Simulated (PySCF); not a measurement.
## Static response to an electric field

Species: CH5BN2.
Cartesian coordinates in Å at the PBE0-D3(BJ)/def2-SVP level; atoms count from 1:
```xyz
9
CH5BN2 angstrom
N      2.4043   -0.7966   -0.3779
C      1.4654   -0.1299   -0.2298
B      0.1463    0.7069   -0.0268
N     -1.0487   -0.3906    0.0751
H      0.1415    1.3204    1.0258
H     -0.1120    1.4082   -0.9890
H     -1.1062   -0.9570   -0.7734
H     -1.9483    0.0729    0.2074
H     -0.9024   -1.0281    0.8601
```

Level: PBE0/def2-SVPD (PySCF), static field, nuclei fixed, core orbitals frozen in the response. The polarisability tensor in these axes (au):

```
x   50.49 -5.87 -1.98
y   -5.87 42.00  0.97
z   -1.98  0.97 37.11
```

Task: Give the principal values, the mean and the anisotropy Δα = √{½[(α1 − α2)² + (α2 − α3)² + (α1 − α3)²]}.

Result: Principal values 36.82, 38.99 and 53.78 au; mean 43.20 au = 6.40 Å³ = 7.12 × 10⁻⁴⁰ C²·m²/J; Δα = 15.98 au (37 % of the mean).

Task: What is the dipole moment, and where does it point?

Result: (-7.31, -1.42, 0.86) D, 7.49 D in size, pointing from the negative to the positive side. Measured along this direction, the outermost atoms are N1 at the negative end and H8 at the positive end.

Task: What depolarisation ratio follows for Rayleigh scattering of linearly polarised light, taking the static tensor?

Result: ρ = 3Δα²/(45ᾱ² + 4Δα²) = 766.5/(83976 + 1022.1) = 0.00902.

Task: What molar refraction does this α imply?

Result: Lorentz–Lorenz: R = (4π/3)N_A α = 2.5225 cm³/(mol·Å³) × 6.40 Å³ = 16.1 cm³/mol, in the limit of long wavelengths.

Task: Refractivity n − 1 of an ideal gas of it at 500 K and 1 atm, from the electronic α?

Result: N = p/kT = 1.4678 × 10¹⁹ cm⁻³, so n − 1 = 2π × N × 6.40 × 10⁻²⁴ cm³ = 590 × 10⁻⁶ at long wavelengths.

Task: Find the Langevin capture rate constant for O2+ (31.990 u) meeting this molecule (56.055 u), k = 2.342 × 10⁻⁹ cm³/s × √(α in Å³ / reduced mass in u).

Result: The reduced mass is 20.37 u, so k = 1.31 × 10⁻⁹ cm³/s. The formula leaves out the permanent dipole, which adds to the capture rate.

Task: Orientational against electronic polarisability at 350 K (dilute gas, rigid molecules)?

Result: In Gaussian units μ²/3kT = 387.30 Å³ against 6.40 Å³, a ratio of 60.50; the Debye molar polarisation (4π/3)N_A(α + μ²/3kT) is 993.1 cm³/mol, leaving out the vibrational part.

Isolated species at its PBE0-D3(BJ)/def2-SVP geometry, gas phase.
